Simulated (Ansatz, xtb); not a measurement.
## Relative energy of two isomers of C4H5NO2

Structure X: `CO[C@@H]1O[C@@H]1C#N`, a singlet. Structure Y: `CO[C@@]1(C#N)CO1`, a singlet. Both are isolated molecules in the gas phase, relaxed with B3LYP-D3(BJ)/def2-SVP; the shapes shown needn't be the lowest conformers.

X (Å):

```tsv
atom	x (Å)	y (Å)	z (Å)
C	-2.4202	0.7900	1.3664
C	-0.2448	0.3801	0.6294
C	0.8285	-0.6287	0.6161
C	0.9196	-1.6059	1.6855
N	1.0308	-2.3920	2.5285
O	-1.0945	0.3957	1.6873
O	-0.3047	-0.7211	-0.2544
H	-2.8901	0.0712	0.6743
H	-2.9852	0.8119	2.3068
H	-2.4388	1.7971	0.9097
H	-0.0905	1.3514	0.1303
H	1.7851	-0.4052	0.1258
```

Y (Å):

```xyz
12

C    -1.5775   -0.6052    0.9195
C    -0.1978    1.2405    1.3692
C    -0.5399    2.0524    0.1947
C     0.8075    1.7061    2.3329
N    -0.8420    2.6842   -0.7276
O    -1.2005    0.4342    1.8194
O     1.1129    0.7129    1.3502
H    -2.3767   -1.1725    1.4122
H    -1.9577   -0.1918   -0.0310
H    -0.7235   -1.2710    0.7137
H     1.2962    2.6781    2.1975
H     0.7065    1.3384    3.3607
```

Problem. Estimate E(Y) − E(X) at the level CCSD(T)/def2-SVP + ΔMP2/def2-TZVPP.

Solution. CCSD(T)/def2-SVP + ΔMP2/def2-TZVPP gives E(Y) − E(X) = +0.017 eV, slightly favouring structure X, which is too small a margin to settle the true order.

Level by level:

```
                             level               geometry  E(Y) − E(X) (eV)  departure from the last row (eV)  job, with rough time for the two
                          GFN2-xTB               GFN2-xTB              +0.044                            +0.028              optimisation, 0.14 s
                         HF/STO-3G               GFN2-xTB              +0.012                            −0.005               single point, 0.4 s
                r2SCAN-D4/def2-SVP               GFN2-xTB              +0.039                            +0.022               single point, 5.1 s
             B3LYP-D3(BJ)/def2-SVP  B3LYP-D3(BJ)/def2-SVP              +0.037                            +0.020                optimisation, 36 s
                       HF/def2-SVP  B3LYP-D3(BJ)/def2-SVP              +0.072                            +0.055           part of the CCSD(T) run
                      MP2/def2-SVP  B3LYP-D3(BJ)/def2-SVP              +0.014                            −0.003           part of the CCSD(T) run
                  CCSD(T)/def2-SVP  B3LYP-D3(BJ)/def2-SVP              +0.014                            −0.002                      single point
CCSD(T)/def2-SVP + ΔMP2/def2-TZVPP  B3LYP-D3(BJ)/def2-SVP              +0.017                                                  single point, 75 s
```

As drawn, both hold the same kinds of bond in the same numbers.

The largest departure from CCSD(T)/def2-SVP + ΔMP2/def2-TZVPP is that of HF/def2-SVP, 0.055 eV. The last row adds to CCSD(T) the change of the MP2 difference between the two basis sets, here +0.002 eV.

With thermal terms from frequencies at re-optimised GFN2-xTB minima (ideal gas, soft modes damped towards free rotors, one conformer each, 298.15 K, 1 atm): the zero-point term adds −0.005 eV; ΔH is +0.014 and ΔG +0.017 eV.

The correlated steps freeze 7 core orbitals. Run with Ansatz 0.2.0, xtb 6.7.1; the last row on 2 threads of Arm Neoverse V2 on a shared host.
